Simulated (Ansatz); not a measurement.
```xyz
13

C     1.317    1.712    0.341
O     1.664    0.934   -0.788
Sn    0.923   -0.834   -1.037
F     1.435   -1.856    0.500
O    -1.001   -0.737   -0.876
Si   -2.107   -0.851    0.329
H     1.618    1.231    1.279
H     0.242    1.920    0.384
H     1.846    2.664    0.259
H     1.438   -1.551   -2.470
H    -1.674   -0.074    1.523
H    -3.388   -0.292   -0.176
H    -2.313   -2.267    0.732
```

Total charge 0; spin multiplicity 1. Sn: def2 effective core potential.

Question: List the ωB97M-V/def2-TZVPP orbital energies in eV (Ansatz). (Estimate.)

Answer: The calculation gave: Occupied: -1807.36, -676.61, -526.30, -526.20, -282.77, -148.35, -144.19, -102.49, -102.45, -102.45, -98.81, -98.77, -98.74, -35.08, -33.06, -32.67, -32.34, -32.33, -32.06, -30.30, -29.50, -21.72, -18.57, -17.08, -15.43, -15.29, -15.09, -14.44, -14.20, -13.79, -13.40, -13.24, -12.88, -11.55, -11.19, -10.95, -10.77. Lowest empty: 0.64, 1.33, 1.47, 2.22, 2.74, 3.23, 3.33, 3.62.
